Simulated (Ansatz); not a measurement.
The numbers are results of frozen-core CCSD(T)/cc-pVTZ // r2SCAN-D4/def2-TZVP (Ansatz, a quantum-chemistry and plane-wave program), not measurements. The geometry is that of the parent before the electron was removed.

Ansatz 0.2 input:
```yaml
crystal:
  periodic: [false, false, false]
  atoms:
    - { symbol: B, position_ang: [-1.208715, -0.000594, -0.016] }
    - { symbol: B, position_ang: [0.330867, 0.004046, 0.002372] }
    - { symbol: C, position_ang: [1.772924, 0.002227, 0.020561] }
    - { symbol: O, position_ang: [2.929702, -0.000037, 0.03506] }
    - { symbol: H, position_ang: [-1.848687, 1.014726, -0.011753] }
    - { symbol: H, position_ang: [-1.834193, -1.025071, -0.035794] }
basis:
  gaussian: { orbitals: cc-pVTZ }
correlation:
  method: ccsd_t
total_charge: 1
magnetization:
  spin_polarized: true
  initial_magnetization: 1
```

Output:

```
Functional definition: HF
873 factors; integrals over basis functions are off by at most 1.5e-3 eV
mean field evaluation 1: about -4428.7513 eV, gradient 3.2e1 eV
mean field evaluation 2: about -4428.7529 eV, gradient 3.2e1 eV
mean field evaluation 4: about -4433.2366 eV, gradient 3.6e0 eV
mean field evaluation 8: about -4433.3963 eV, gradient 3.3e-1 eV
mean field evaluation 16: about -4433.4103 eV, gradient 4.8e-6 eV
mean field evaluation 32: about -4433.4103 eV, gradient 2.1e-2 eV
mean field evaluation 64: about -4432.7944 eV, gradient 1.9e-4 eV
mean field evaluation 96: about -4432.7942 eV, gradient 2.2e-2 eV
mean field evaluation 128: about -4429.7160 eV, gradient 2.0e-1 eV
mean field evaluation 160: about -4430.9558 eV, gradient 3.7e0 eV
mean field evaluation 192: about -4429.7212 eV, gradient 1.9e-2 eV
mean field evaluation 224: about -4429.1217 eV, gradient 1.5e-3 eV
mean field evaluation 256: about -4429.1271 eV, gradient 5.2e0 eV
mean field evaluation 288: about -4428.9665 eV, gradient 4.4e-1 eV
mean field evaluation 320: about -4428.7171 eV, gradient 3.7e-2 eV
mean field evaluation 352: about -4433.4099 eV, gradient 7.3e-2 eV
mean field evaluation 384: about -4429.4041 eV, gradient 2.7e-1 eV
mean field evaluation 416: about -4431.0863 eV, gradient 3.2e0 eV
mean field evaluation 448: about -4429.0837 eV, gradient 1.1e0 eV
mean field -4433.41033912 eV, -162.9248248892 hartree, gradient 4.8e-6 eV, S^2 0.813549; 8 other end points of the search recorded, 0 dependent functions left out
determinant -4433.41033912 eV, -162.9248248892 hartree, with singles and doubles -4448.40501506 eV, -163.4758690663 hartree
determinant -4432.79435213 eV, -162.9021877849 hartree, with singles and doubles -4447.70558659 eV, -163.4501655440 hartree
4 core orbitals not correlated
reference -4433.41033912 eV, -162.9248248892 hartree; 9, 8 occupied and 135, 136 virtual orbitals, 873 factors
second order -14.09785773 eV of doubles, -0.00000000 eV of singles
cycle   1  -14.79686620 eV  change    -1.3e0 eV  update   2.7e-2
cycle   2  -14.84622406 eV  change   -4.9e-2 eV  update   7.2e-3
cycle   3  -14.84096611 eV  change    5.3e-3 eV  update   3.9e-3
cycle   4  -14.84691678 eV  change   -6.0e-3 eV  update   2.0e-3
cycle   5  -14.84807106 eV  change   -1.2e-3 eV  update   1.1e-3
cycle   6  -14.84863057 eV  change   -5.6e-4 eV  update   4.4e-4
cycle   7  -14.84894446 eV  change   -3.1e-4 eV  update   1.7e-4
cycle   8  -14.84906488 eV  change   -1.2e-4 eV  update   7.5e-5
cycle   9  -14.84903833 eV  change    2.7e-5 eV  update   3.7e-5
cycle  10  -14.84902682 eV  change    1.2e-5 eV  update   1.6e-5
perturbative correction -0.70794087 eV, -0.0260163470 hartree
Total energy: -4448.96730681 eV, -163.4965329067 hartree
```

Cost: about 2.5 core-minutes (a rough figure).
